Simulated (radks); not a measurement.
Zn XII, configuration [Ar] 6f1 (not the ground configuration). Calculated with a radial shooting solver on a logarithmic mesh with Libxc functionals: scalar-relativistic Kohn-Sham, SCAN, spin-unpolarised, spherical densities, finite nucleus; meta-GGA in the generalised Kohn-Sham scheme; Fermi nuclear charge, rms radius 3.9283 fm.

Normalised radial functions P(r) = r R(r), r in bohr:

```
   r/bohr * 2s, o 6f (the largest magnitude, 2.2, reaches the edge; | marks zero, & curves that meet)
 0.004485                             o    *
 0.005934                             o     *
 0.007851                             o       *
  0.01039                             o         *
  0.01385                             o          *
  0.01833                             o            *
  0.02426                             o             *
  0.03209                             o            *
  0.04246                             o         *
  0.05618                             o    *
  0.07434                          *  o
  0.09915                *            o
   0.1312       *                     o
   0.1736  *                          o
   0.2297   *                         |o
   0.3039          *                  |o
   0.4021                   *         | o
    0.532                         *   |  o
   0.7096                            *|    o
   0.9388                             *   o
    1.242                             *o
    1.644                         o   *
    2.175                        o    *
    2.877                             *o
    3.807                             *      o
    5.078                             *     o
    6.719                             *o
     8.89                             &
    11.76                             &
```

2s: eigenvalue -1535.5 eV, 1 radial node at r = 0.0676 bohr, <r> = 0.225 bohr, 90 % of the charge inside 0.347 bohr. 6f: eigenvalue -54.155 eV, 2 radial nodes at r = 1.35, 2.82 bohr, <r> = 3.80 bohr, 90 % of the charge inside 5.34 bohr.
